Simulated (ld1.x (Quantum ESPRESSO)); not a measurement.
**What one change does to a pseudopotential (lithium, ultrasoft)**

* Element: Li
* Generator: ld1.x (Quantum ESPRESSO) 7.5
* Type: ultrasoft
* Functional: PW91
* Relativity: non-relativistic
* Frozen core: none
* Valence charge: 3
* Reference configuration: 1s2 2s0 2p0 (charge +1)
* Partial waves: 1s (bound): rcut 0.90, rcutus 1.00 bohr; 2s (bound, empty): rcut 0.90, rcutus 1.00 bohr; 2p (bound, empty): rcut 3.45, rcutus 4.55 bohr; 2p channel at 0.9 Ry: rcut 3.45, rcutus 4.55 bohr
* Local potential: all-electron potential smoothed inside 1.20 bohr (lloc = -1)
* Core correction: none
* Augmentation charge: PSQ, radius 0.75 bohr

Change: local potential all-electron potential smoothed inside 2.70 bohr (lloc = -1).

Cutoffs: the cutoffs (Ry, on a coarse ladder) from which the occupation-weighted sum of valence levels, in a spherical-Bessel basis at the reference potential, stays within 10 and 1 mRy of its value at 400 Ry; they do not see the model core or the augmentation charge, which bear on the density cutoff. Errors are all-electron minus pseudo energies relative to the spin-unpolarised reference configuration.

Task: How do hardness, ghosts and transferability respond?

Result: The potential gets neither clearly harder nor softer (45 Ry and 60 Ry → 45 Ry and 60 Ry); the number of tests with a reliable result goes from 4 to 3 (the test run of the changed file stopped, so its transferability is not established); of the 3 tests that both files solve, the error grows in 2 and shrinks in 0 by more than 15 % and 0.3 meV (median size 0.1 → 1.8 meV); the range in which the s phases agree narrows (upper end at the end of the scan → 2.1); neither file shows a bound ghost.

| quantity | base | changed |
| --- | --- | --- |
| cutoff, loose | 45 Ry | 45 Ry |
| cutoff, tight | 60 Ry | 60 Ry |
| bound ghosts | none | none |
| tests with a reliable result | 4 of 4 | 3 of 4 (the test run stopped) |
| error for 1s2 2s1 2p0, meV [ΔE -5.35 eV] | +0.1 | -1.8 |
| error for 1s2 2s0.5 2p0, meV [ΔE -3.29 eV] | 0.0 | -0.6 |
| error for 1s2 2s0 2p1, meV [ΔE -3.56 eV] | +33 | +33 |
| s: phases at 4.93 bohr within 0.05 rad from the reference energy up to (Ry; the scan ends near 5) | to the end of the scan | 2.1 |
| p: phases at 4.93 bohr within 0.05 rad from the reference energy up to (Ry; the scan ends near 5) | 1.8 | 1.9 |
| lowest overlap eigenvalue by channel | s 0.34, p 0.78 | s 0.51, p 0.79 |
